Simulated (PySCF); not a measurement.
## CsP: frontier orbitals

HSE06 at R = 3.344 Å; PySCF, scalar-relativistic core potentials, basis sets Cs def2-SVP with ECP46, P def2-SVP. State: ³Σ⁻ (triplet), unpaired electrons π ↑↑. Only the outer orbitals are listed, counted within each symmetry, core potentials removing the inner ones.

```json
{"spin": "α", "orbital": "4σ", "occ.": "1", "ε (eV)": "-28.97", "on Cs (%)": "100", "main shells (%)": "100 Cs s"}
{"spin": "α", "orbital": "2π", "occ.": "1", "ε (eV)": "-14.65", "on Cs (%)": "100", "main shells (%)": "100 Cs p"}
{"spin": "α", "orbital": "2π", "occ.": "1", "ε (eV)": "-14.65", "on Cs (%)": "100", "main shells (%)": "100 Cs p"}
{"spin": "α", "orbital": "5σ", "occ.": "1", "ε (eV)": "-14.55", "on Cs (%)": "89", "main shells (%)": "89 Cs p, 10 P s"}
{"spin": "α", "orbital": "6σ", "occ.": "1", "ε (eV)": "-12.95", "on Cs (%)": "12", "main shells (%)": "88 P s, 10 Cs p"}
{"spin": "α", "orbital": "3π", "occ.": "1", "ε (eV)": "-4.51", "on Cs (%)": "6", "main shells (%)": "94 P p"}
{"spin": "α", "orbital": "3π", "occ.": "1", "ε (eV)": "-4.51", "on Cs (%)": "6", "main shells (%)": "94 P p"}
{"spin": "α", "orbital": "7σ", "occ.": "1", "ε (eV)": "-3.71", "on Cs (%)": "14", "main shells (%)": "86 P p, 9 Cs s"}
{"spin": "α", "orbital": "8σ", "occ.": "0", "ε (eV)": "-1.50", "on Cs (%)": "96", "main shells (%)": "85 Cs s, 9 Cs p"}
{"spin": "α", "orbital": "4π", "occ.": "0", "ε (eV)": "-0.36", "on Cs (%)": "100", "main shells (%)": "88 Cs p, 11 Cs d"}
{"spin": "α", "orbital": "4π", "occ.": "0", "ε (eV)": "-0.36", "on Cs (%)": "100", "main shells (%)": "88 Cs p, 11 Cs d"}
{"spin": "β", "orbital": "4σ", "occ.": "1", "ε (eV)": "-28.98", "on Cs (%)": "100", "main shells (%)": "100 Cs s"}
{"spin": "β", "orbital": "2π", "occ.": "1", "ε (eV)": "-14.65", "on Cs (%)": "100", "main shells (%)": "100 Cs p"}
{"spin": "β", "orbital": "2π", "occ.": "1", "ε (eV)": "-14.65", "on Cs (%)": "100", "main shells (%)": "100 Cs p"}
{"spin": "β", "orbital": "5σ", "occ.": "1", "ε (eV)": "-14.46", "on Cs (%)": "98", "main shells (%)": "98 Cs p"}
{"spin": "β", "orbital": "6σ", "occ.": "1", "ε (eV)": "-10.62", "on Cs (%)": "5", "main shells (%)": "95 P s"}
{"spin": "β", "orbital": "7σ", "occ.": "1", "ε (eV)": "-2.89", "on Cs (%)": "26", "main shells (%)": "73 P p, 21 Cs s"}
{"spin": "β", "orbital": "8σ", "occ.": "0", "ε (eV)": "-1.53", "on Cs (%)": "87", "main shells (%)": "70 Cs s, 14 Cs p, 13 P p"}
{"spin": "β", "orbital": "3π", "occ.": "0", "ε (eV)": "-1.28", "on Cs (%)": "29", "main shells (%)": "71 P p, 19 Cs d, 10 Cs p"}
{"spin": "β", "orbital": "3π", "occ.": "0", "ε (eV)": "-1.28", "on Cs (%)": "29", "main shells (%)": "71 P p, 19 Cs d, 10 Cs p"}
```

Problem. Which are the highest filled and the lowest empty level, where do they sit, and how wide is the gap?

Solution. Highest filled β 7σ at -2.89 eV (in %: 73 P p, 21 Cs s); lowest empty β 8σ at -1.53 eV (in %: 70 Cs s, 14 Cs p, 13 P p); the gap at HSE06 is 1.36 eV.

| Quantity | Value |
| --- | --- |
| bond order (Mayer) | 0.91 |
| ⟨S²⟩ | 2.036 |
| charge on Cs (Mulliken, basis-dependent) | 0.44 |
| charge on Cs (Löwdin, basis-dependent) | 0.25 |
| dipole moment (positive dipole means Cs(−)P(+)) | -8.80 D |

Spin–orbit coupling is left out. The state was picked by a PBE0 search and need not be the measured ground state.
